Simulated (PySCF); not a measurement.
GeCl⁺: energy against distance

Set-up: Ge cc-pVTZ-PP with ECP10, Cl cc-pV(T+d)Z; scalar-relativistic core potentials (PySCF 2.14). Energies in eV from Ge⁺ + Cl in their ground configurations at the same level. State: ¹Σ⁺ (singlet), closed shell.

All columns are PBE0. A positive dipole points towards Cl; it is taken about the centre of mass and depends on that origin.

```csv
R (Å),E (eV),μ (D),Mulliken charge on Ge (basis-dependent),HOMO (eV),LUMO (eV),Mayer bond order,⟨S²⟩
1.778,-3.266,-0.29,0.78,-15.85,-8.87,1.81,0.00
1.860,-4.058,-0.81,0.84,-16.00,-9.05,1.75,0.00
1.943,-4.487,-1.34,0.90,-16.11,-9.22,1.69,0.00
2.005,-4.636,-1.73,0.93,-16.14,-9.35,1.65,0.00
2.067,-4.673,-2.13,0.96,-16.15,-9.48,1.61,0.00
2.129,-4.627,-2.51,0.99,-16.06,-9.60,1.58,0.00
2.212,-4.468,-3.01,1.02,-15.68,-9.76,1.54,0.00
2.315,-4.165,-3.61,1.06,-15.26,-9.94,1.49,0.00
2.439,-3.711,-4.29,1.09,-14.82,-10.15,1.45,0.00
2.604,-3.040,-5.11,1.12,-14.31,-10.38,1.40,0.00
```

A fit through these points gives, at Re = 2.061 Å, μ = -2.09 D and dμ/dR = -6.28 D/Å; the reduced mass is 23.74 u.

Task: How strong is the fundamental in the double-harmonic approximation, I = 42.26·(dμ/dR)²/μred km/mol?

Result: I = 42.26·(-6.28)²/23.74 = 70.2 km/mol at PBE0.

For an ion De counts to the pair picked by the measured ionisation energies or electron affinities, which need not be the lowest pair at this level.
